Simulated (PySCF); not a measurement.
Static response to an electric field

Compound: C5H6NO2P.
Cartesian coordinates in Å at the GFN2-xTB level; atoms count from 1:
```
atom  x, y, z in Å
C1     3.074    0.293   -0.321
O2     1.684    0.455   -0.544
C3     0.872   -0.221    0.286
O4     1.259   -0.939    1.184
C5    -0.521    0.017   -0.029
N6    -1.479   -0.598    0.720
C7    -2.732   -0.303    0.337
C8    -2.775    0.555   -0.729
P9    -1.175    1.020   -1.283
H10    3.356   -0.757   -0.427
H11    3.339    0.627    0.684
H12    3.575    0.900   -1.070
H13   -1.220   -1.208    1.483
H14   -3.570   -0.733    0.858
H15   -3.691    0.901   -1.171
```

Level: B3LYP/def2-SVPD (PySCF), static field, nuclei fixed, core orbitals frozen in the response. The polarisability tensor in these axes (au):

```
x   133.39  -2.28   3.79
y    -2.28  78.96 -20.82
z     3.79 -20.82  87.98
```

Give the principal values, the mean and the anisotropy Δα = √{½[(α1 − α2)² + (α2 − α3)² + (α1 − α3)²]}.

Principal values 62.16, 104.12 and 134.05 au; mean 100.11 au = 14.83 Å³ = 16.51 × 10⁻⁴⁰ C²·m²/J; Δα = 62.55 au (62 % of the mean).

What is the dipole moment, and where does it point?

(-1.01, -0.48, 0.58) D, 1.26 D in size, pointing from the negative to the positive side. Measured along this direction, the outermost atoms are H12 at the negative end and H14 at the positive end.

Molar refractivity from α?

Lorentz–Lorenz: R = (4π/3)N_A α = 2.5225 cm³/(mol·Å³) × 14.83 Å³ = 37.4 cm³/mol, in the limit of long wavelengths.

Find the Langevin capture rate constant for NO+ (29.998 u) meeting this molecule (143.014 u), k = 2.342 × 10⁻⁹ cm³/s × √(α in Å³ / reduced mass in u).

The reduced mass is 24.80 u, so k = 1.81 × 10⁻⁹ cm³/s. The formula leaves out the permanent dipole, which adds to the capture rate.

Form Σ f/ω² (atomic units) for the 8 lowest TDDFT singlets, given as eV and f, and set it beside the mean polarisability, which is this sum over all singlets: 4.63, 0.2549; 4.87, 0.0002; 4.95, 0.0373; 5.19, 0.0102; 5.98, 0.0004; 6.24, 0.0176; 6.40, 0.2405; 6.47, 0.0013.

They add up to 14.92 au, 14.9 % of the 100.11 au; the largest single term is 8.80 au, from the state at 4.63 eV. Terms in order: 8.80, 0.01, 1.12, 0.28, 0.01, 0.33, 4.34, 0.02 au. Higher excitations give the rest. The strengths listed sum to 0.562.

Directions of the eigenvectors, and the extent of the frame along each?

Largest value along (0.99, -0.09, 0.12), where the nuclei span 7.20 Å; middle along (-0.15, -0.62, 0.77), 3.98 Å; least along (-0.01, 0.78, 0.63), 1.78 Å. The response follows the extents in order.

In a dilute gas of rigid molecules at 250 K, how does the orientational term μ²/3kT compare with the electronic polarisability?

In Gaussian units μ²/3kT = 15.24 Å³ against 14.83 Å³, a ratio of 1.03; the Debye molar polarisation (4π/3)N_A(α + μ²/3kT) is 75.9 cm³/mol, leaving out the vibrational part.

Geometry: GFN2-xTB, one conformer, isolated molecule.
